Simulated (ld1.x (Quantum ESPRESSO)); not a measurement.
# Which change was made? (Hf, TM)

| Quantity | Value |
| --- | --- |
| Element | Hf |
| Generator | ld1.x (Quantum ESPRESSO) 7.5 |
| Type | norm-conserving Troullier–Martins (Kleinman–Bylander form) |
| Functional | PBE |
| Relativity | fully relativistic |
| Frozen core | [Xe] 4f14 |
| Valence charge | 4 |
| Reference configuration | 5d1 6s0 6p0 (charge +3) |
| Partial waves | 6s (bound, empty): rc 2.50 bohr; 6p (bound, empty): rc 2.50 bohr; 5d (bound): rc 2.15 bohr |
| Local potential | the d channel |
| Core correction | none |

Open shells are filled in proportion to 2j + 1 (rel_dist='average').

Cutoffs, loose and tight: the cutoffs (Ry, on a coarse ladder) from which the occupation-weighted sum of valence levels, in a spherical-Bessel basis at the reference potential, stays within 10 and 1 mRy of its value at 400 Ry. They do not see the model core or the augmentation charge, which bear on the density cutoff. Test errors are all-electron minus pseudo excitation energies from the reference, over the configurations 5d2 6s2 6p0; 5d2 6s1 6p0; 5d2 6s0 6p0; 5d2.5 6s1.5 6p0; 5d2 6s0 6p2; 5d1 6s2 6p0; 5d1 6s2 6p1; variants that change the core or the reference have their own tests. The largest error is taken over the tests solved by every variant that gives reliable tests at all, those not shown here included: 5d1 6s2 6p0; 5d2 6s0 6p0; 5d2 6s1 6p0; 5d2 6s2 6p0; 5d2.5 6s1.5 6p0.

The base gives: outcome: generated, misses its reference levels by 0.43 eV; cutoff, loose: 21 Ry; cutoff, tight: 30 Ry; bound ghosts: s, p3/2; largest test error (meV): +1274.

Question: After one change the result is: outcome: generated, misses its reference levels by 0.43 eV; cutoff, loose: 21 Ry; cutoff, tight: 30 Ry; bound ghosts: s, p3/2, p1/2; largest test error (meV): +1448. Which change was it?
A. functional PW91
B. wave 5d (bound): rc 2.15 bohr becomes 5d (bound): rc 2.46 bohr
C. reference 5d2 6s2 6p0

Answer: A. The others give: wave 5d (bound): rc 2.15 bohr becomes 5d (bound): rc 2.46 bohr → outcome: generated, misses its reference levels by 0.42 eV; cutoff, loose: 21 Ry; cutoff, tight: 30 Ry; bound ghosts: s, p3/2, p1/2; largest test error (meV): +1262 | reference 5d2 6s2 6p0 → outcome: generated, misses its reference levels by 0.28 eV; cutoff, loose: 21 Ry; cutoff, tight: 30 Ry; bound ghosts: s, p3/2; largest test error (meV): +346 over the solved tests; 2 of 7 tests not solved or not reliable.
